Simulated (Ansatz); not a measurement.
Frontier orbitals of C₂H₆ClMoNO (`C[N]=[Mo]([CH3])(=[O])[Cl]`).

Cartesian coordinates in Å:
```
C -0.363 0.585 -2.127
N 0.194 0.437 -0.833
Mo 0.818 -0.528 0.443
C -0.504 -0.139 2.031
O 0.606 -2.133 0.018
Cl 2.962 0.061 0.937
H 0.331 1.128 -2.777
H -1.287 1.169 -2.062
H -0.592 -0.387 -2.579
H -0.208 -0.758 2.884
H -0.416 0.920 2.292
H -1.541 -0.354 1.771
```

Total charge 0; spin multiplicity 1. Correlated methods include outer-core shells of Mo, which these sets cover unevenly. Mo takes the def2 core potential. The geometry is a stationary point of PBE0-D4/def2-TZVP. Basis def2-TZVPP, Ansatz 0.2.0.

```
functional  HOMO (eV)  LUMO (eV)  gap (eV)
       PBE      -6.51      -3.18      3.33
      BLYP      -6.39      -3.08      3.31
      PBE0      -7.82      -2.44      5.38
     B3LYP      -7.60      -2.66      4.94
   ωB97M-V     -10.05      -0.40      9.65
```

From PBE to PBE0 the HOMO moves by −1.31 eV and the LUMO by +0.74 eV, and with ωB97M-V by −3.54 and +2.78 eV, so the gap grows from 3.33 to 9.65 eV with exact exchange.

B3LYP here is the variant with VWN-RPA as its local correlation; programs differ in this.
